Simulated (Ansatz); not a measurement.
Two isomers of C3H5FTe: A = `FC1CC[Te]1`, B = `C[Te]/C=C/F`.

Program: Ansatz. Geometries: PBE0-D4/def2-TZVP. ΔE: electronic, gas phase. CCSD(T)/CBS adds triple-zeta CCSD(T) − MP2 to the extrapolated MP2 energy (def2 sets, frozen cores). Functionals use def2-TZVPP. B3LYP here is the variant with VWN-RPA as its local correlation; programs differ in this. def2 core potentials past Kr. For Te outer-core shells are correlated without core-valence functions, which leaves a few kJ/mol of doubt a bond. One conformer a species, not always the lowest.

A:

```xyz
10

F    -0.851    1.811    0.737
C    -0.485    0.512    0.987
C     0.672    0.067    0.101
C    -0.009   -0.621   -1.084
Te   -1.821   -0.933    0.066
H    -0.349    0.405    2.062
H     1.274   -0.656    0.657
H     1.320    0.907   -0.171
H    -0.216    0.042   -1.921
H     0.465   -1.535   -1.433
```

B:

Z-matrix (Å, degrees):
```
C
Te 1 2.140
H 1 1.087 2 109.6
H 1 1.090 2 106.9 3 -119.2
H 1 1.088 2 109.7 3 122.0
C 2 2.088 1 95.7 3 -62.2
C 6 1.321 2 119.9 1 111.9
H 6 1.084 2 119.7 1 -72.3
F 7 1.337 6 122.0 2 175.7
H 7 1.085 6 125.7 2 -4.1
```

Which is lower in electronic energy at CCSD(T)/CBS, and by how much? (An estimate is asked.)

The calculation gave: A, by 5.3 kcal/mol.

Give E(B) − E(A) in kcal/mol with PBE0-D4, MP2/def2-TZVPP, CCSD(T)/def2-TZVPP, HF/def2-TZVPP, PBE-D4, r2SCAN-D4, B3LYP-D4. (Best estimate.)

Computed: PBE0-D4 6.9, MP2/def2-TZVPP 6.5, CCSD(T)/def2-TZVPP 4.9, HF/def2-TZVPP -1.0, PBE-D4 5.7, r2SCAN-D4 4.8, B3LYP-D4 2.4. The order is the other way round with HF/def2-TZVPP.

Largest T1 diagnostic: 0.012.

In def2-TZVPP, CCSD(T) changes the Hartree–Fock value by +5.9 kcal/mol (the triples alone add +0.4 kcal/mol) and MP2 by +7.5 kcal/mol. From PBE to PBE0 (25 % exact exchange), in def2-TZVPP and without D4, E(B) − E(A) moves by +1.4 kcal/mol.
